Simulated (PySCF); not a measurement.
**Dipole response of Ti (titanium, neutral)**

[Ar] 3d2 4s2, high-spin 3F determinant. Computed with PySCF 2.14 in x2c-QZVPPall with one added diffuse shell each of s, p, d, f, g type (12s8p6d4f3g, 121 functions), with scalar relativity by spin-free X2C-1e. Coupled (time-dependent) response in atomic units; α is the mean over directions.

```csv
method,mean α (bohr³),C₆ (like pair),S(−4)
M06,85.86,867.3,4121
```

S(−4) is the Cauchy moment in α(ω) = α(0) + S(−4) ω² + …

Reference α: 87 ± 10 bohr³ (recommended; Schwerdtfeger and Nagle, table of static dipole polarizabilities (2023 update)). Published C₆: 1044 (Chu and Dalgarno (2004); Tang, Norbeck and Certain (1976)).

α(iu) at M06:

```csv
u (hartree),α(iu) (bohr³)
0,85.86
0.0500,76.78
0.100,58.96
0.200,32.30
0.300,19.64
0.500,9.868
0.750,5.728
1.00,3.922
1.50,2.283
2.00,1.523
3.00,0.8231
5.00,0.3542
```
